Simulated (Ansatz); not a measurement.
Consider the redistribution: `C[SiH2]N[SiH](O)O` + `[SiH3][GeH3]` → `O[SiH](O)[SiH3]` + `C[SiH2][NH][GeH3]`.

Computed with Ansatz on PBE0-D4/def2-TZVP structures; ΔE is electronic, products minus reactants. CCSD(T)/CBS is the MP2 limit (def2-TZVPP, def2-QZVPP) plus CCSD(T) − MP2 in def2-TZVPP, frozen cores. This one scheme is used for every species. For Ge outer-core shells are correlated without core-valence functions, which leaves a few kJ/mol of doubt a bond. Scalar relativity is left out up to krypton. One conformer a species, not always the lowest.

```tsv
species	MP2/def2-QZVPP energy (Eh)
`C[SiH2]N[SiH](O)O`	-826.70391
`[SiH3][GeH3]`	-2368.51858
`O[SiH](O)[SiH3]`	-732.09188
`C[SiH2][NH][GeH3]`	-2463.09077
```

Problem. Work out ΔE.

Solution. ΔE = (-732.09188) + (-2463.09077) − (-826.70391) − (-2368.51858) = 0.03984 Eh = +104.6 kJ/mol. CCSD(T)/CBS gives +104.1 kJ/mol.

Largest T1 diagnostic among the species: 0.013.

From PBE to PBE0 (25 % exact exchange), in def2-TZVPP and without D4, ΔE moves by +5.0 kJ/mol.
